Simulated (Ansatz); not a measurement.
MgS, closed-shell singlet (the spin of the measured ground state), most abundant isotopes (23.9850 and 31.9721 u). Constants from fifth-degree fits in 1/R to seven points on the lowest solution found; no spin–orbit coupling, no relativity up to Kr; ω_e x_e and α_e move by some per cent with the fit.

Correlated levels freeze the inner cores; with def2 sets outer-core shells near the valence are correlated too.

Run with Ansatz (a quantum-chemistry and plane-wave program). 

At CCSD(T)/def2-QZVPP: B₀ = 0.26611 cm⁻¹, fundamental 526 cm⁻¹.

Q: Taking the state as ¹Σ, work out the ideal-gas entropy and heat capacity at 298.15 K and 1 bar (rigid rotor, harmonic oscillator at the fundamental, no nuclear spin).

A: 
Translation: S = R(1.5 ln M + 2.5 ln T − 1.1517) with M = 55.957 u gives 159.05 J/(mol K). Rotation: q = kT/(σhcB₀) = 778.7 with σ = 1 and hc/k = 1.43878 cm K, S = R(ln q + 1) = 63.67. Vibration: u = hcν/kT = 2.536, S = R(u/(eᵘ − 1) − ln(1 − e⁻ᵘ)) = 2.50. Sum S° = 225.2 J/(mol K). C_p = 7R/2 + R u² eᵘ/(eᵘ − 1)² = 34.09 J/(mol K).

Doubts at one or more of the structures used: a restricted determinant that unrestricted orbitals would lower (CCSD(T)/def2-QZVPP).
